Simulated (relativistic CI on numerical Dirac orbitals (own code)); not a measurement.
**Ag4+: M2,3 absorption edge**

Computed with this model: Dirac-Coulomb-Breit CI, orbitals from a KLI potential per configuration, model QED (radiative potential, 1s self-energy scaled to tabulated hydrogen-like ionisation energies), valence Slater integrals scaled by 0.7, multiplet model of core-to-valence dipole absorption; configurations [Kr] 4d7 → [Ne] 3s2 3p5 3d10 4s2 4p6 4d8; 300 K; Lorentzian 2 eV and Gaussian 0.4 eV FWHM. Energies are those of the free ion, without screening or charge transfer. The branching ratio is the share of the lower-energy edge in the whole absorption, uncertain by about 0.02 where the edges overlap. S is read from ⟨S²⟩ = S(S + 1).

Field parameters in Wybourne normalisation: Oh B⁴₀ = 21Dq, B⁴₄ = √(5/14) B⁴₀. The field is a parameter set, without covalency.

Case Oh, 10Dq = 43700 cm⁻¹, the dichroism is that of the ground state at zero temperature, magnetised by exchange field 10 meV on Sz. The dichroism I(Δm = −1) − I(Δm = +1), over the sum of the three polarisations, integrates to -0.1281 on the lower edge and 0.0779 on the upper edge. The branching ratio is 0.764.

(1) Use the orbital sum rule with 3 holes to get ⟨Lz⟩.

Results:

(1) For a p → d edge ⟨Lz⟩ = 2 × n_h × (sum of both integrals) in this sign convention = -0.30; the ground state itself has ⟨Lz⟩ = -0.18 and ⟨Sz⟩ = -0.50. The rule assumes one radial integral for both edges, which relativistic orbitals only approach.
